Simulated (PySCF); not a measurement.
## How methods differ on the ionisation energy of Sb

Sb [Kr] 4d10 5s2 5p3 (4S) → Sb+ [Kr] 4d10 5s2 5p2 (3P), as a difference of total energies. Calculation: PySCF 2.14, in aug-cc-pVTZ-PP with ECP28MDF; a scalar-relativistic core potential. Correlated levels: valence: 4s2 4p6 4d10 frozen. The calculations carry no spin-orbit coupling.

| method | ionisation energy (eV) | error (eV) |
| --- | --- | --- |
| UHF | 8.583 | -0.541 |
| LDA | 9.121 | -0.003 |
| PBE | 8.965 | -0.159 |
| PBE0 | 9.043 | -0.081 |
| r2SCAN | 9.166 | +0.042 |
| wB97M-V | 8.901 | -0.223 |
| M06-L | 8.667 | -0.457 |
| HSE06 | 9.024 | -0.100 |
| PBEsol | 9.002 | -0.122 |
| MP2 (valence) | 9.001 | -0.123 |
| SCS-MP2 (valence) | 8.875 | -0.249 |

Reference: 9.124 eV (measured; NIST levels, between the centres of gravity of the two terms).

Errors of the correlated levels include the incompleteness of this basis and the frozen core.
